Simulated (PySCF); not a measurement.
C₄H₆Cl₂, SMILES C(CC(Cl)Cl)=C.

The structure is a stationary point at ωB97X-D3(BJ)/def2-SVP. The values are those of a single conformer.

All values below come from PBE/def2-TZVP in PySCF.

Isolated molecule, no solvent.

Computed frontier levels, gap, dipole moment and polarisability:
```json
{
 "highest_occupied_level": "-6.75 eV",
 "lowest_empty_level": "-1.46 eV",
 "orbital_gap": "5.29 eV",
 "dipole_moment": "0.384 e·Å",
 "quadrupole, principal values (traceless, Buckingham form, about the centre of nuclear charge)": "-1.34, -0.41, 1.75 D·Å",
 "mean_static_polarisability": "75.4 bohr³ (11.17 Å³)",
 "polarisability_principal_values": "53.6, 77.0, 95.5 bohr³"
}
```
